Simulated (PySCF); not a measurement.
Cd(Cl)(Et) (C₂H₅CdCl), SMILES C[CH2][Cd][Cl].

Geometry: B3LYP-D3(BJ)/def2-SVP. The structure was generated by enumeration; whether it is a known compound was not checked. The def2 effective core potentials stand for the cores of Cd; spin–orbit coupling is left out. Other conformers were not sampled.

Two levels are set side by side: TDA-PBE/def2-SVPD (PySCF) and TDA-ωB97X/def2-SVPD (PySCF). Vertical, same geometry. The lowest singlet is HOMO−1→LUMO 99 % with PBE and HOMO→LUMO+1 64 %, HOMO→LUMO 24 % with the other functional; states are paired by order. Differences are taken from unrounded values.

```tsv
quantity	TDA-ωB97X
lowest singlet excitation (eV)	6.41
lowest triplet excitation (TDA) (eV)	5.09
first bright state (f over 0.05) (eV)	6.41
its oscillator strength	0.08
```

**Question.** What does TDA-PBE give, and how far is it from TDA-ωB97X? (The exact figures need the calculation; the answer reports its results.)

**Answer.** 
| quantity | TDA-PBE | TDA-PBE minus TDA-ωB97X |
|---|---|---|
| lowest singlet excitation (eV) | 5.26 | -1.15 |
| lowest triplet excitation (TDA) (eV) | 4.49 | -0.60 |
| first bright state (f over 0.05) (eV) | 5.76 | -0.65 |
| its oscillator strength | 0.08 | 0.00 |

A lower first singlet is the usual sign of a functional without exact exchange. Differences between two approximate levels are no errors against the true value.

Rough cost on one machine, each run with all the roots and properties that it gave: TDA-ωB97X against TDA-PBE about 4 times.
